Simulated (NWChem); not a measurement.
# C₃H₅F; SMILES C/C=C\F

All runs: NWChem. Structure relaxed at the PBE-D3(BJ)/def2-SVP level. Level SCAN/def2-SVP: energy and gradient on several grids; changes count from the extra-fine grid, which is no exact limit either.

| grid | size of the energy change (μHa) | largest change of a gradient component (μHa/bohr) | time, medium = 1 (rough) |
|---|---|---|---|
| xcoarse | 5000 | 10000 | about 1 |
| coarse | 6000 | 1000 | about 1 |
| medium | 6000 | 700 | about 1 |
| fine | 200 | 1000 | about 1 |
| xfine | < 10 | < 30 | 3 |
